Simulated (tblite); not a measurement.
Compound: C3H12Si3.
Atom-mapped SMILES: `[CH2:1]=[CH:2][SiH2:3][CH:4]([SiH3:5])[SiH3:6]` (hydrogens: H7, H8 on C1; H9 on C2; H10, H11 on Si3; H12 on C4; H13, H14, H15 on Si5; H16, H17, H18 on Si6)

Cartesian coordinates in Å at the GFN2-xTB level; atoms count from 1:
```
atom  x, y, z in Å
C1     3.2118   -0.4337   -0.2834
C2     2.1353   -0.2849    0.4713
Si3    0.7409    0.9370    0.1465
C4    -0.8268    0.0092   -0.4200
Si5   -2.3027    1.1914   -0.6212
Si6   -1.2413   -1.4941    0.6708
H7     3.9861   -1.1547   -0.0649
H8     3.3699    0.1684   -1.1640
H9     2.0336   -0.9187    1.3446
H10    1.1594    1.8888   -0.8925
H11    0.4722    1.6698    1.3923
H12   -0.6108   -0.3884   -1.4171
H13   -3.4621    0.4644   -1.1484
H14   -1.9624    2.2641   -1.5608
H15   -2.6569    1.7856    0.6692
H16   -2.5076   -2.0997    0.2460
H17   -0.1915   -2.5115    0.5470
H18   -1.3560   -1.0866    2.0731
```

All values are computed: GFN2-xTB (tblite) harmonic vibrations without scaling, gas phase. The method is semi-empirical: single wavenumbers can be off by several per cent or more. Modes of hydrogen on silicon can be 10 to 20 % off. One conformer, not necessarily the lowest.

Harmonic wavenumbers (cm⁻¹): 31.1, 35.9, 105.8, 115.2, 139.0, 168.5, 187.6, 220.5, 287.8, 455.5, 470.4, 497.2, 503.7, 513.6, 529.5, 583.3, 665.2, 694.7, 726.2, 770.9, 778.3, 786.5, 793.0, 794.2, 808.8, 816.7, 834.1, 842.5, 919.0, 1008.0, 1031.5, 1068.3, 1077.4, 1276.5, 1423.1, 1673.0, 2192.3, 2205.1, 2219.9, 2229.7, 2236.7, 2241.4, 2245.8, 2257.1, 2906.5, 3025.0, 3066.2, 3095.9.

A = 2542, B = 1042, C = 798.3 MHz; mass 132.025 u (most abundant isotopes); point group C1, symmetry number 1.

Question: What is the zero-point energy?

Answer: Half the sum of the wavenumbers: 26777 cm⁻¹ = 320.33 kJ/mol.

Question: Entropy at 350 K, 1 bar (ideal gas, RRHO, classical rotation)?

Answer: Translation 173.09, rotation 125.05, vibration 178.83: S = 477.0 J/(mol K).

Question: And Cp and H(350 K) − H(0)?

Answer: Cp = 206.42 J/(mol K), of which vibrations give 173.16 (their classical limit is 48 R = 399.1); H(350 K) − H(0) = 43.09 kJ/mol without the zero-point energy, 31.45 from vibrations.

Question: How do the functions run with temperature in this model?

Answer: 
| T (K) | S (J/(mol K)) | Cp (J/(mol K)) | H − H(0) (kJ/mol) | G − H(0) (kJ/mol) | ln q(vib) |
| --- | --- | --- | --- | --- | --- |
| 100 | 307.3 | 87.6 | 6.12 | -24.61 | 2.76 |
| 200 | 382.2 | 135.5 | 17.19 | -59.25 | 6.01 |
| 300 | 446.8 | 185.2 | 33.29 | -100.75 | 9.15 |
| 500 | 559.4 | 255.6 | 77.98 | -201.72 | 15.24 |
| 800 | 694.3 | 317.5 | 164.78 | -390.63 | 23.56 |
| 1000 | 768.1 | 344.2 | 231.09 | -537.04 | 28.53 |

q(vib) and H(0) count from the zero-point level.

Question: Which modes carry the vibrational entropy at 350 K?

Answer: 31.1 cm⁻¹: 25.42; 35.9 cm⁻¹: 24.23; 105.8 cm⁻¹: 15.30; 115.2 cm⁻¹: 14.61; 139.0 cm⁻¹: 13.08; 168.5 cm⁻¹: 11.53 J/(mol K); the other 42 give 74.66 together.

Question: What must be added to the electronic energy to get the Gibbs energy at 350 K and 1 bar?

Answer: ZPE + [H(350 K) − H(0)] − T·S = 320.33 + 43.09 − 166.94 = 196.48 kJ/mol.

Hindered rotation and anharmonicity are outside this model. Other conformers, if any are populated, would add a mixing term that is left out. The structure is chiral; the term R ln 2 for an equal mix with its mirror image is left out.

Run on one thread, Arm Neoverse V2, on a shared host. This covers the Hessian and the dipole derivatives.
